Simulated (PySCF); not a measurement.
## Telling isomers of C$_{8}$H$_{10}$O$_{2}$ apart by NMR

No solvent, one computed conformer, equivalent nuclei averaged, non-relativistic. GIAO PBE0/pcSseg-1 shieldings; geometry from GFN2-xTB; PySCF 2.14.0 with density-fitted response routines.

Referencing at the same level of theory: ¹H (σref 31.72), ¹³C (σref 186.93) against TMS. Where no couplings were computed, multiplicities follow the n + 1 count of equivalent neighbours, and m marks all less simple cases (inequivalent or close neighbours, rings, F or P nearby). Acid and N–H amide carbonyl carbons lie up to 10 ppm further downfield in solution (hydrogen bonding). Shifts are as computed. Against solution values, carbons near 30 ppm lie about +3 ppm off and those near 130 ppm about +5 ppm. Of 1211 compounds with measured shifts, 218 miss one by over three times the rms of a fit or turn the order of signals round; such compounds aren't used in these exercises. OH and NH positions are gas-phase values without hydrogen bonding to other molecules.

(1) Tabulate the signals of `CC(=O)O[C@@H]1[C@H]2C[C@@H]3[C@H]2[C@@H]31`, `CC1=CCC=C(C(=O)O)C1` and their relative energies.

(2) What is the quickest way to tell CC(=O)O[C@@H]1[C@H]2C[C@@H]3[C@H]2[C@@H]31 from CC1=CCC=C(C(=O)O)C1?

Results:

(1) 
| SMILES | carbon types | δC | δH | E rel. (kcal/mol) |
| --- | --- | --- | --- | --- |
| CC(=O)O[C@@H]1[C@H]2C[C@@H]3[C@H]2[C@@H]31 | 1×C 5×CH 1×CH2 1×CH3 | 177.2, 87.2, 45.4, 35.2, 33.3, 23.7, 23.0, 20.1 | 4.99 (m, 1H), 3.17 (m, 1H), 2.60 (m, 1H), 2.21 (m, 1H), 2.15 (s, 3H), 1.90 (m, 1H), 1.83 (m, 1H), 1.80 (m, 1H) | 49.7 |
| CC1=CCC=C(C(=O)O)C1 | 3×C 2×CH 2×CH2 1×CH3 | 171.4, 149.4, 139.4, 131.4, 123.1, 33.7, 33.5, 26.8 | 7.59 (t, 1H), 6.00 (br s, 1H), 5.69 (t, 1H), 3.20 (m, 2H), 2.90 (s, 2H), 1.84 (s, 3H) | 0.0 |

Energies are electronic energies at PBE0/pcSseg-1 on these geometries, without zero-point or thermal terms, each for the one conformer computed, which needn't be the lowest.

(2) Both give the same number of carbon signals, but DEPT or the intensities differ. The first has an sp3 CH in a ring at 45.4 ppm, the second a β carbon of a C=C–C=O unit (CH) at 149.4 ppm. Their most deshielded carbons lie at 177.2 and 171.4 ppm. In the proton spectra the most deshielded non-exchanging signals are 4.99 (m, 1H) and 7.59 (t, 1H).
